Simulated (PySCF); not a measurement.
C₂H₆BrFSn, singlet, at a GFN2-xTB geometry (such geometries of metal compounds can be far from the true shape) (all electrons, no relativity); PySCF with CASSCF(4,5)/STO-3G.

PySCF was given this input:
```python
from pyscf import gto, scf, mcscf
import numpy

mol = gto.M(
    atom='''
C     2.09416219   -1.37267024   -0.05592354
Sn    0.08935368   -0.48824962   -0.38329518
C    -1.83459878   -1.52483115   -0.73843611
F     0.34828954    0.51168642   -2.09448801
Br   -0.28497310    1.33522721    1.29155666
H     2.54568054   -0.88899938    0.80337397
H     1.98813534   -2.43688820    0.11594315
H     2.67555997   -1.18395296   -0.95038081
H    -2.49022764   -0.81944125   -1.23722313
H    -2.25109677   -1.82617453    0.21561733
H    -1.65366304   -2.38518399   -1.37050435
''',
    basis='sto-3g',
    verbose=4,
)

mf = scf.RHF(mol)
mf.kernel()
mc = mcscf.CASSCF(mf, 5, 4)
mc.fix_spin_(ss=0.0)
mc.kernel()
occ = numpy.linalg.eigvalsh(mc.fcisolver.make_rdm1(mc.ci, mc.ncas, mc.nelecas))[::-1]
ss = mc.fcisolver.spin_square(mc.ci, mc.ncas, mc.nelecas)[0]
print('natural occupations', occ.round(4), ' <S^2>', round(ss, 4))
```

Output, abridged:

```
PySCF version 2.14.0

[INPUT] verbose = 4
[INPUT] num. atoms = 11
[INPUT] num. electrons = 112
[INPUT] charge = 0
[INPUT] spin (= nelec alpha-beta = 2S) = 0
[INPUT] symmetry False subgroup None
[INPUT] Mole.unit = angstrom
[INPUT] Symbol           X                Y                Z      unit          X                Y                Z       unit  Magmom
[...]
nuclear repulsion = 876.258131864486
number of shells = 34
number of NR pGTOs = 198
number of NR cGTOs = 66
basis = sto-3g
ecp = {}

******** <class 'pyscf.scf.hf.RHF'> ********
method = RHF
initial guess = minao
damping factor = 0
level_shift factor = 0
DIIS = <class 'pyscf.scf.diis.CDIIS'>
diis_start_cycle = 1
diis_space = 8
diis_damp = 0
SCF conv_tol = 1e-09
SCF conv_tol_grad = None
SCF max_cycles = 50
direct_scf = True
direct_scf_tol = 1e-13
Set gradient conv threshold to 3.16228e-05
Initial guess from minao.
init E= -8663.35082161505
[...]
cycle= 1 E= -8684.23504336882  delta_E= -20.9  |g|= 0.511  |ddm|= 3.68
[...]
cycle= 2 E= -8684.39323553724  delta_E= -0.158  |g|= 0.153  |ddm|= 1.27
[...]
cycle= 3 E= -8684.40451130238  delta_E= -0.0113  |g|= 0.0397  |ddm|= 0.307
[...]
cycle= 4 E= -8684.40585588085  delta_E= -0.00134  |g|= 0.0102  |ddm|= 0.12
[...]
cycle= 5 E= -8684.40595317177  delta_E= -9.73e-05  |g|= 0.00163  |ddm|= 0.0375
[...]
cycle= 6 E= -8684.4059555439  delta_E= -2.37e-06  |g|= 0.000356  |ddm|= 0.00544
[...]
cycle= 7 E= -8684.40595566893  delta_E= -1.25e-07  |g|= 9.33e-05  |ddm|= 0.00125
[...]
cycle= 8 E= -8684.40595567893  delta_E= -9.99e-09  |g|= 2.99e-05  |ddm|= 0.000348
[...]
cycle= 9 E= -8684.40595568017  delta_E= -1.24e-09  |g|= 8.23e-06  |ddm|= 0.000137
[...]
cycle= 10 E= -8684.40595568031  delta_E= -1.42e-10  |g|= 1.96e-06  |ddm|= 3.97e-05
[...]
Extra cycle  E= -8684.40595568028  delta_E= 3.46e-11  |g|= 8.52e-07  |ddm|= 4.8e-06
converged SCF energy = -8684.40595568028

******** <class 'pyscf.mcscf.mc1step.CASSCF'> ********
CAS (2e+2e, 5o), ncore = 54, nvir = 7
max_cycle_macro = 50
max_cycle_micro = 4
conv_tol = 1e-07
conv_tol_grad = None
orbital rotation max_stepsize = 0.02
orbital rotation threshold for CI restart = 0.01
augmented hessian ah_max_cycle = 30
augmented hessian ah_conv_tol = 1e-12
augmented hessian ah_linear dependence = 1e-14
augmented hessian ah_level shift = 1e-08
augmented hessian ah_start_tol = 2.5
augmented hessian ah_start_cycle = 3
augmented hessian ah_grad_trust_region = 3
kf_trust_region = 3
kf_interval = 4
ci_response_space = 4
ci_grad_trust_region = 3
with_dep4 0
natorb = False
canonicalization = True
sorting_mo_energy = False
ao2mo_level = 2
internal_rotation = False
******** <class 'pyscf.fci.addons.SpinPenaltyFCISolver'> ********
max. cycles = 50
conv_tol = 1e-08
davidson only = True
linear dependence = 1e-12
level shift = 0.001
max iter space = 12
nroots = 1
pspace_size = 400
spin = None
CASCI E = -8684.40682830815  S^2 = 0.0000000
Set conv_tol_grad to 0.000316228
macro iter   1 ( 21 JK    4 micro), CASSCF E = -8684.41108949979  dE = -4.26119164e-03  S^2 = 0.0000000
               |grad[o]|=0.00237  |grad[c]|=0.0194  |ddm|=0.0411  |maxRot[o]|=0.281
macro iter   2 ( 21 JK    4 micro), CASSCF E = -8684.42052336640  dE = -9.43386661e-03  S^2 = 0.0000000
               |grad[o]|=0.0153  |grad[c]|=0.0446  |ddm|=0.0705  |maxRot[o]|=0.256
macro iter   3 ( 21 JK    4 micro), CASSCF E = -8684.42708814320  dE = -6.56477680e-03  S^2 = 0.0000000
               |grad[o]|=0.0199  |grad[c]|=0.0355  |ddm|=0.0257  |maxRot[o]|=0.202
macro iter   4 ( 21 JK    4 micro), CASSCF E = -8684.43036340375  dE = -3.27526055e-03  S^2 = 0.0000000
               |grad[o]|=0.0142  |grad[c]|=0.0279  |ddm|=0.0438  |maxRot[o]|=0.313
macro iter   5 ( 21 JK    4 micro), CASSCF E = -8684.43279787746  dE = -2.43447371e-03  S^2 = 0.0000000
               |grad[o]|=0.0109  |grad[c]|=0.0468  |ddm|=0.0648  |maxRot[o]|=0.312
macro iter   6 ( 21 JK    4 micro), CASSCF E = -8684.43409663922  dE = -1.29876176e-03  S^2 = 0.0000000
               |grad[o]|=0.00882  |grad[c]|=0.0319  |ddm|=0.00756  |maxRot[o]|=0.204
macro iter   7 ( 21 JK    4 micro), CASSCF E = -8684.43503819909  dE = -9.41559865e-04  S^2 = 0.0000000
               |grad[o]|=0.00573  |grad[c]|=0.0385  |ddm|=0.00997  |maxRot[o]|=0.197
macro iter   8 ( 21 JK    4 micro), CASSCF E = -8684.43526998185  dE = -2.31782762e-04  S^2 = 0.0000000
               |grad[o]|=0.00398  |grad[c]|=0.00302  |ddm|=0.00361  |maxRot[o]|=0.0381
macro iter   9 ( 21 JK    4 micro), CASSCF E = -8684.43531842091  dE = -4.84390584e-05  S^2 = 0.0000000
               |grad[o]|=0.00224  |grad[c]|=0.00266  |ddm|=0.00368  |maxRot[o]|=0.0463
macro iter  10 ( 12 JK    3 micro), CASSCF E = -8684.43540989855  dE = -9.14776374e-05  S^2 = 0.0000000
               |grad[o]|=0.00179  |grad[c]|=0.0199  |ddm|=0.0138  |maxRot[o]|=0.0921
macro iter  11 ( 21 JK    4 micro), CASSCF E = -8684.43548253700  dE = -7.26384478e-05  S^2 = 0.0000000
               |grad[o]|=0.0015  |grad[c]|=0.00629  |ddm|=0.0008  |maxRot[o]|=0.118
macro iter  12 ( 12 JK    3 micro), CASSCF E = -8684.43559078982  dE = -1.08252829e-04  S^2 = 0.0000000
               |grad[o]|=0.0014  |grad[c]|=0.0294  |ddm|=0.0197  |maxRot[o]|= 0.11
macro iter  13 ( 21 JK    4 micro), CASSCF E = -8684.43552101414  dE =  6.97756841e-05  S^2 = 0.0000000
               |grad[o]|=0.00109  |grad[c]|=0.00316  |ddm|=0.000371  |maxRot[o]|=0.0987
macro iter  14 ( 21 JK    4 micro), CASSCF E = -8684.43564431136  dE = -1.23297215e-04  S^2 = 0.0000000
               |grad[o]|=0.00107  |grad[c]|=0.0135  |ddm|=0.00827  |maxRot[o]|=0.0855
macro iter  15 ( 21 JK    4 micro), CASSCF E = -8684.43568599394  dE = -4.16825842e-05  S^2 = 0.0000000
               |grad[o]|=0.0011  |grad[c]|=0.00305  |ddm|=0.00128  |maxRot[o]|=0.0377
macro iter  16 (  6 JK    2 micro), CASSCF E = -8684.43569997525  dE = -1.39813073e-05  S^2 = 0.0000000
               |grad[o]|=0.000325  |grad[c]|=0.00347  |ddm|=0.00279  |maxRot[o]|=0.037
macro iter  17 ( 14 JK    3 micro), CASSCF E = -8684.43570042306  dE = -4.47807906e-07  S^2 = 0.0000000
               |grad[o]|=0.000126  |grad[c]|=0.000204  |ddm|=0.000352  |maxRot[o]|=0.0422
macro iter  18 (  6 JK    1 micro), CASSCF E = -8684.43570216849  dE = -1.74543129e-06  S^2 = 0.0000000
               |grad[o]|=0.000141  |grad[c]|=0.000861  |ddm|=0.000374  |maxRot[o]|=0.0183
macro iter  19 (  3 JK    1 micro), CASSCF E = -8684.43570217231  dE = -3.81987775e-09  S^2 = 0.0000000
               |grad[o]|=3.35e-05  |grad[c]|=3.86e-05  |ddm|=3.09e-05  |maxRot[o]|=0.00029
1-step CASSCF converged in  19 macro (326 JK  65 micro) steps
CASSCF canonicalization
Density matrix diagonal elements [1.94909977e+00 1.98996953e+00 7.74388068e-04 7.42664834e-03
 5.27296563e-02]
CASSCF energy = -8684.43570217231
CASCI E = -8684.43570217231  E(CI) = -6.02519650972499  S^2 = 0.0000000
natural occupations [1.9929 1.9478 0.0527 0.0065 0.    ]  <S^2> 0.0
```
